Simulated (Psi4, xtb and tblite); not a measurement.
Two geometries of C₆H₁₈BN₃, SMILES N(B(N(C)C)N(C)C)(C)C, relaxed at GFN2-xTB with one dihedral held; other torsions can differ between them too.

Structure A

```
28

B     -0.1672     0.0423    -0.0343
N     -0.9609    -1.1998    -0.0029
C     -0.3375    -2.4626    -0.3122
C     -1.9807    -1.3434     1.0112
H     -1.0887    -3.1765    -0.6702
H      0.1636    -2.9185     0.5580
H      0.4041    -2.3168    -1.0956
H     -1.6222    -1.8293     1.9317
H     -2.8003    -1.9545     0.6149
H     -2.3736    -0.3626     1.2682
N     -0.1245     0.7241    -1.2763
C     -0.9718     0.3464    -2.3830
C      0.8605     1.7025    -1.6723
H     -0.3906    -0.1050    -3.1966
H     -1.4843     1.2288    -2.7825
H     -1.7080    -0.3711    -2.0343
H      0.3993     2.6769    -1.8784
H      1.3645     1.3755    -2.5904
H      1.6124     1.8196    -0.8986
N      0.3611     0.6113     1.1585
C      0.7222    -0.1798     2.3102
C      0.5016     2.0226     1.4268
H      0.0419     0.0000     3.1534
H      1.7372     0.0768     2.6383
H      0.7043    -1.2359     2.0621
H      1.5544     2.3172     1.5324
H     -0.0059     2.2709     2.3675
H      0.0439     2.6033     0.6325
```

Structure B

```
28

B     -0.0918     0.0236    -0.0654
N      0.1599    -1.3998    -0.0292
C      1.1590    -1.9844     0.8283
C     -0.2149    -2.2808    -1.1072
H      0.7918    -2.9117     1.2868
H      2.0714    -2.2319     0.2647
H      1.4235    -1.2841     1.6157
H      0.6458    -2.6075    -1.7094
H     -0.6904    -3.1830    -0.7005
H     -0.9274    -1.7806    -1.7574
N      0.0661     0.7725    -1.2702
C      0.9452     0.3686    -2.3392
C     -0.7427     1.9074    -1.6441
H      0.3912     0.0139    -3.2192
H      1.5607     1.2200    -2.6549
H      1.6062    -0.4212    -1.9966
H     -0.1297     2.8035    -1.8086
H     -1.2792     1.6992    -2.5798
H     -1.4761     2.1141    -0.8713
N     -0.4425     0.6641     1.1568
C     -1.0212    -0.0448     2.2716
C     -0.2192     2.0554     1.4608
H     -1.9625     0.4302     2.5759
H     -1.2245    -1.0712     1.9824
H     -0.3517    -0.0446     3.1417
H     -1.1630     2.6009     1.5951
H      0.3500     2.1474     2.3948
H      0.3527     2.5235     0.6660
```

Task: Which is lower in energy at the level B3LYP-D3(BJ)/def2-SVP // GFN2-xTB (Psi4), and by how much?

Result: B is lower, by 5.00 kcal/mol (dihedral N11–B1–N2–C3: 90° in A, 120° in B).

E(B) − E(A) in kcal/mol at the other levels, on the same two geometries: GFN2-xTB (xtb and tblite) -3.20; B3LYP/def2-SVP // GFN2-xTB (Psi4) -4.95; PBE/def2-SVP // GFN2-xTB (Psi4) -4.81; PBE-D3(BJ)/def2-SVP // GFN2-xTB (Psi4) -4.83.
